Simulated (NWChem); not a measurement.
Species: CBr2ClF; SMILES ClC(Br)(F)Br

```xyz
5

F      0.6095     1.6695     0.0000
C      0.4210     0.3457     0.0000
Cl     1.9992    -0.4728     0.0000
Br    -0.5977    -0.1368    -1.6103
Br    -0.5977    -0.1368     1.6103
```
Atoms are numbered in this order, from 1.

Level: PBE-D3(BJ)/def2-SVP (NWChem), optimised geometry, unscaled harmonic frequencies. This build's default masses of Se (78.918 u) and Br (79.917 u) are each other's, which moves their modes by up to 0.6 %.

```
frequency (cm⁻¹)  IR intensity (km/mol)
----------------  ---------------------
154                                 0.1
188                                 0.1
257                                 0.4
296                                 1.6
331                                 0.7
454                                 1.8
697                               266.9
758                               240.5
1110                              187.7
```

```
Item                                                                                Value
-----------------------------------------------------------------------  ----------------
zero-point energy                                                            6.1 kcal/mol
thermal correction to the enthalpy at 298.15 K (with zero-point energy)     10.3 kcal/mol
heat capacity Cv                                                         17.9 cal/(mol K)
entropy at 298.15 K and 1 atm (symmetry number 1)                        82.4 cal/(mol K)
dipole moment                                                                      0.26 D
```

Rigid rotor and harmonic oscillator.
